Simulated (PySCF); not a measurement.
**Question.** Write Cartesian coordinates for InChI=1S/C2H3I3Si/c1-2-6(3,4)5/h2H,1H2 as optimised with PBE0-D3(BJ)/def2-SVP.

**Answer.** 
```
atom  x, y, z in Å
Si1    0.1156    0.3682   -1.1278
C2     0.1591    0.2816    0.7240
C3    -0.2225   -0.7713    1.4528
H4     0.5319    1.1863    1.2223
H5    -0.5995   -1.6899    0.9903
H6    -0.1723   -0.7547    2.5465
I7     2.3814    0.7706   -1.9557
I8    -1.3101    2.2434   -1.7870
I9    -0.7509   -1.7037   -2.0910
```

Orientation and origin are arbitrary. Atoms count from 1 in this order. Si1 (silicon bonded to C and 3 I) is tetrahedral (angles from 108.6° to 111.2°). Of the pairs four or more bonds apart, H5···I9 is among the closest relative to their van der Waals radii: 3.09 Å, 97 % of the sum of Bondi's values. All 3 I–Si bonds measure 2.444 to 2.446 Å.

Bonds between heavy atoms (Å): Si1–C2 1.854, Si1–I7 2.446, Si1–I8 2.446, Si1–I9 2.444, C2–C3 1.336.

Computed with PySCF, PBE0-D3(BJ)/def2-SVP geometry optimisation, gas phase, def2 core potentials past Kr.

Point group: Cs (tolerance 0.08 Å). No PBE0-D3(BJ)/def2-SVP frequencies stand behind this structure, so it isn't proved a minimum. The numbers are those of one conformer (Si1–C2–C3–H 0° and 180°).

The run took 5.0 min on an Arm Neoverse V2 with one thread, on a shared host, and the process peaked at 0.59 GiB of memory. This is the geometry optimisation.
